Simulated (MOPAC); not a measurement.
MOPAC input (PM3):

```
PM3 PRECISE GNORM=0.05 LET XYZ GEO-OK AUX(PRECISION=9) THREADS=1
HCuO

Cu   -0.32601300 1   -0.14402200 1   -0.24774000 1
O     1.05651000 1    0.35830300 1    0.78178700 1
H     1.00228900 1    1.31020400 1    0.93017100 1
```

From its output:

```
          Parameters for some elements are missing

           Empirical Formula: H O Cu  =     3 atoms

 ******************************************************************************
 *                                                                            *
 *     Error and normal termination messages reported in this calculation     *
 *                                                                            *
 * Parameters for some elements are missing                                   *
 * JOB ENDED NORMALLY                                                         *
 *                                                                            *
 ******************************************************************************

 == MOPAC DONE ==
```

The program refused the input.

The geometry given is a B3LYP-D3(BJ)/def2-TZVP minimum.
